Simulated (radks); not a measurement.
The sulfur ion S+, [Ne] 3s2 3p3. Calculated with a radial shooting solver on a logarithmic mesh with Libxc functionals: non-relativistic Kohn-Sham, exchange-only B88, spin-polarised, spherical densities, point nucleus. Every spin shell is full or empty, so the densities are truly spherical. Functionals are evaluated on that one density, not self-consistently. Rank these orbital-free kinetic functionals by their error against the exact value of the orbitals, and give that value: Thomas-Fermi, von Weizsacker, TF + vW, TF + vW/9, TF + vW/5, LC94, APBEK, revAPBEK, Perdew 92, Thakkar, Pearson, LKT, PG1, DePristo-Kress, Ernzerhof.

Answer. Exact: 397.160 hartree. From best to worst, with 100 (|E| - |E exact|)/|E exact| (equal figures are ties): Thakkar -0.03, DePristo-Kress +0.08, Ernzerhof +0.12, LC94 +0.18, APBEK +0.31, Perdew 92 -0.50, TF + vW/9 -0.51, revAPBEK +0.67, Pearson -1.54, TF + vW/5 +4.89, Thomas-Fermi -7.27, PG1 +24.84, LKT +30.67, von Weizsacker -39.20, TF + vW +53.53.
